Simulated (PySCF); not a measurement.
A side-by-side comparison of computed properties.

First species: methyl 3-methylbenzoate, C₉H₁₀O₂.
Bonds: C1–O2, O2–C3, C3–O4 (double), C3–C5, C5–C6 (aromatic), C6–C7 (aromatic), C7–C8 (aromatic), C8–C9 (aromatic), C9–C10, C9–C11 (aromatic), C5–C11 (aromatic). Hydrogens: H12, H13, H14 on C1; H15 on C6; H16 on C7; H17 on C8; H18, H19, H20 on C10; H21 on C11.

Second species: C6H14S.
SMILES: `CC(C)(C)CCS`

Levels: PBE0/pcSseg-1 for dipole moment, HOMO energy, LUMO energy and HOMO–LUMO gap; GFN2-xTB for rotational constant A and rotational constant C. Geometries: GFN2-xTB. Each structure is a single optimised conformer of the isolated species, non-relativistic unless stated. Electronic properties by PySCF.

The conformers computed, where there is a choice (atom-mapped SMILES and torsion angles):
- `[CH3:1][O:2][C:3](=[O:4])[c:5]1[cH:6][cH:7][cH:8][c:9]([CH3:10])[cH:11]1`: C1–O2–C3–O4 0°, O2–C3–C5–C6 0°
- `[CH3:1][C:2]([CH3:3])([CH3:4])[CH2:5][CH2:6][SH:7]`: C1–C2–C5–C6 180°, C2–C5–C6–S7 -179°, H–S7–C6–C5 -61°

```tsv
property	column X	column Y
dipole moment	1.72 D	1.94 D
HOMO energy	-7.27 eV	-6.69 eV
LUMO energy	-1.29 eV	0.64 eV
HOMO–LUMO gap	5.98 eV	7.33 eV
rotational constant A	2.613 GHz	4.065 GHz
rotational constant C	0.531 GHz	0.937 GHz
```

Question: Which column belongs to which species?

Answer: Column X is the first species and column Y the second. The first has 21 atoms and 80 electrons, the second 21 and 66.

Question: How does each property change from the first species to the second?

Answer: dipole moment +0.22 D; HOMO energy +0.58 eV; LUMO energy +1.93 eV; HOMO–LUMO gap +1.35 eV; rotational constant A +1.452 GHz; rotational constant C +0.406 GHz.

On the first: The dipole matches unit charges of opposite sign 0.36 Å apart (1 e·Å = 4.8032 D).

On the second: The dipole matches unit charges of opposite sign 0.40 Å apart (1 e·Å = 4.8032 D).
